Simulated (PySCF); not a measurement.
A structure optimised at PBE-D3(BJ)/def2-TZVP, used in a PySCF frequency run:

```xyz
9

Be     0.0000     0.0000    -0.7544
C      0.0000     0.0000    -2.4314
H     -0.6800     0.7635    -2.8456
H     -0.3212    -0.9707    -2.8456
H      1.0013     0.2072    -2.8456
Si     0.0000     0.0000     1.4362
H     -0.1768    -1.3765     2.0120
H     -1.1037     0.8414     2.0120
H      1.2805     0.5351     2.0120
```
Charge 0, spin multiplicity 1.

**Question.** Write its SMILES, formula and point group.

**Answer.** [CH3][Be][SiH3], CH₆BeSi, C3

**Question.** What are its rotational constants (standard atomic weights)?

**Answer.** 56.241, 2.8843, 2.8843 GHz
